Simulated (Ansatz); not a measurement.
```xyz
14

C     1.430   -0.038   -1.668
C     0.196    0.117   -1.174
N    -0.222   -0.143    0.109
C     0.764   -0.617    1.047
Ge   -1.818    0.543    0.729
H     1.612    0.167   -2.714
H     2.267   -0.371   -1.070
H    -0.597    0.465   -1.833
H     1.558    0.121    1.224
H     0.292   -0.851    2.003
H     1.236   -1.531    0.671
H    -1.624    1.928    1.381
H    -2.348   -0.443    1.781
H    -2.746    0.653   -0.486
```

Total charge 0; spin multiplicity 1.

Task: List the r2SCAN/def2-TZVPP orbital energies in eV (Ansatz). (Estimate.)

Result: The calculation gave: Occupied: -10834.54, -1349.63, -1199.68, -1199.68, -1199.67, -385.70, -273.83, -273.73, -272.12, -167.84, -117.55, -117.52, -117.50, -30.90, -30.83, -30.80, -30.75, -30.74, -24.14, -19.28, -17.66, -14.92, -13.92, -12.26, -11.46, -11.26, -10.15, -9.09, -9.00, -8.86, -8.73, -7.74, -4.88. Lowest empty: -0.10, 0.25, 0.66, 1.21, 1.33, 1.94, 2.60, 3.04.
